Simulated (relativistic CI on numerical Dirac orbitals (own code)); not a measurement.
## Calculated levels, Sr²²⁺

Method of calculation: Dirac-Coulomb-Breit CI, orbitals from a KLI potential per configuration, model QED, unscaled Slater integrals (own radial code, finite nucleus).

CI space (outside the closed core [Ne]): 3s2.3p4, 3s.3p5, 3s2.3p3.3d, 3p6, 3s.3p4.3d, 3p5.3d, 3s.3p3.3d2, 3s2.3p2.3d.4p, 3p5.4s, 3s2.3p3.4s, 3p5.4p, 3s.3p3.3d.4s, 3s2.3p3.4p, 3s2.3p2.3d2, 3s2.3p.3d3, 3s.3p2.3d3, 3s2.3p.3d2.4s, 3s2.3p.3d2.4p, 3p4.3d2, 3p3.3d3, 3p3.3d2.4s, 3p3.3d2.4p. Double excitations out of closed p, d and f shells are left out; levels of such configurations are missing from the list, as are those of other unlisted configurations, and high levels can miss mixing partners.

The lowest level is 3s2.3p4 3P_2, with 80 % of that term; Hund's rules for 3s2.3p4 give 3P with J = 2, in agreement.

```
No.  Configuration  Term  J   E (eV)   %  Next component (%)  Landé g  Lifetime (s)
  1        3s2.3p4    3P  2    0.000  80               17 1D    1.409              
  2        3s2.3p4    3P  0    6.782  59               38 1S               7.17e-01
  3        3s2.3p4    3P  1   12.906  97      1 3s.3p4.3d 3P    1.499      4.52e-05
  4        3s2.3p4    1D  2   17.906  80               17 3P    1.086      5.58e-05
  5        3s2.3p4    1S  0   34.764  58               38 3P               8.66e-06
  6         3s.3p5   3P°  2   76.171  78   19 3s2.3p3.3d 3P°    1.497      1.03e-10
  7         3s.3p5   3P°  1   82.134  61   18 3s2.3p3.3d 3P°    1.410      7.64e-11
  8         3s.3p5   3P°  0   89.290  66   22 3s2.3p3.3d 3P°               1.15e-10
  9     3s2.3p3.3d   5D°  2   94.687  46              22 3D°    1.199      8.75e-10
 10     3s2.3p3.3d   5D°  3   95.128  58              19 3D°    1.365      1.91e-09
 11     3s2.3p3.3d   5D°  0   95.970  67              17 3P°               2.43e-10
 12     3s2.3p3.3d   5D°  1   96.365  77               9 3P°    1.443      1.98e-10
 13     3s2.3p3.3d   5D°  4   97.390  73              20 3F°    1.423      1.96e-03
 14         3s.3p5   1P°  1   99.011  41   38 3s2.3p3.3d 1P°    1.087      4.95e-11
 15     3s2.3p3.3d   5D°  2  100.173  39              26 3D°    1.215      2.40e-10
 16     3s2.3p3.3d   3D°  3  105.740  32              30 5D°    1.219      6.56e-10
 17     3s2.3p3.3d   3D°  1  106.466  88               8 3P°    0.598      5.90e-10
 18     3s2.3p3.3d   3F°  2  106.875  50              42 3D°    0.926      6.01e-10
 19     3s2.3p3.3d   1S°  0  107.452  74              12 5D°               5.43e-07
 20     3s2.3p3.3d   3F°  3  108.664  61              30 3D°    1.153      8.32e-10
 21     3s2.3p3.3d   3G°  3  110.425  45              24 3D°    0.991      2.14e-10
 22     3s2.3p3.3d   3G°  4  111.250  46              34 3F°    1.183      8.77e-05
 23     3s2.3p3.3d   3F°  4  113.771  75              12 1G°    1.207      1.24e-04
 24     3s2.3p3.3d   3D°  1  115.613  85               5 3P°    0.604      5.81e-11
 25     3s2.3p3.3d   1G°  4  115.812  64              26 3G°    1.036      2.64e-04
 26     3s2.3p3.3d   3G°  5  116.721  98    1 3s.3p3.3d2 3G°    1.198      2.76e-04
 27     3s2.3p3.3d   1D°  2  118.276  43              31 3F°    0.973      1.03e-10
 28     3s2.3p3.3d   3P°  1  121.375  59              11 3S°    1.403      2.36e-11
 29     3s2.3p3.3d   3P°  0  121.550  69              19 1S°               1.47e-10
 30     3s2.3p3.3d   3D°  2  123.780  68              13 1D°    1.188      2.81e-10
 31     3s2.3p3.3d   3F°  3  125.523  66              16 3G°    1.067      6.77e-11
 32     3s2.3p3.3d   3F°  2  125.607  56              24 3P°    0.970      1.92e-11
 33     3s2.3p3.3d   3D°  3  127.814  56              32 1F°    1.178      4.09e-11
 34     3s2.3p3.3d   3P°  2  129.298  48              19 3D°    1.297      5.15e-12
 35     3s2.3p3.3d   3P°  1  131.186  46              15 1P°    1.409      3.72e-12
 36     3s2.3p3.3d   3F°  4  132.047  60              17 1G°    1.191      1.51e-05
 37     3s2.3p3.3d   3D°  3  133.365  66              19 1F°    1.244      3.99e-12
 38     3s2.3p3.3d   3S°  1  133.933  60              17 1P°    1.616      4.61e-12
 39     3s2.3p3.3d   3P°  2  134.542  63              16 1D°    1.343      1.96e-11
 40     3s2.3p3.3d   1P°  1  139.274  35              27 3D°    1.018      4.03e-12
 41     3s2.3p3.3d   3D°  2  139.399  54              31 1D°    1.153      4.17e-12
 42     3s2.3p3.3d   1F°  3  140.254  51              36 3D°    1.128      1.05e-10
 43     3s2.3p3.3d   3P°  0  141.070  75       19 3s.3p5 3P°               3.33e-12
 44     3s2.3p3.3d   3D°  1  143.044  47              17 3P°    0.962      3.49e-12
 45     3s2.3p3.3d   1D°  2  148.175  58              34 3D°    1.047      4.29e-12
```

Energies count from the lowest computed level; ° marks odd parity; lifetimes are radiative, by E1, M1, E2, M2, E3 decay to levels of this space only.

The mean weight of the leading LS term, summed over parents, in these 45 levels is 62 %, and that of the leading jj configuration (from the same eigenvectors) 63 %.

At this charge energies of transitions that change n are usually good to better than 1 %, and those within a shell (Δn = 0) to a few per cent.

LS names give the leading component of a level, which can be under half, so a name can repeat, a term be missing and a line seem to break the LS rules.
